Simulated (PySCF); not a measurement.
C₃H₆, SMILES C1CC1.

Geometry: PBE0-D3(BJ)/def2-TZVP.

All values below come from HF/def2-TZVPD (PySCF).

Symmetry labels are those of the subgroup C2v that the program uses (full group D3h).

Computed valence orbital energies around the gap with their symmetry:
| orbital | symmetry | energy (eV) |
|---|---|---|
| HOMO−7 | A1 | -22.23 |
| HOMO−6 | B1 | -22.23 |
| HOMO−5 | B2 | -18.19 |
| HOMO−4 | A1 | -17.11 |
| HOMO−3 | B2 | -13.90 |
| HOMO−2 | A2 | -13.90 |
| HOMO−1 | A1 | -11.45 |
| HOMO | B1 | -11.45 |
| LUMO | A1 | 2.29 |
| LUMO+1 | A1 | 2.51 |
| LUMO+2 | B1 | 2.51 |
| LUMO+3 | B2 | 3.35 |
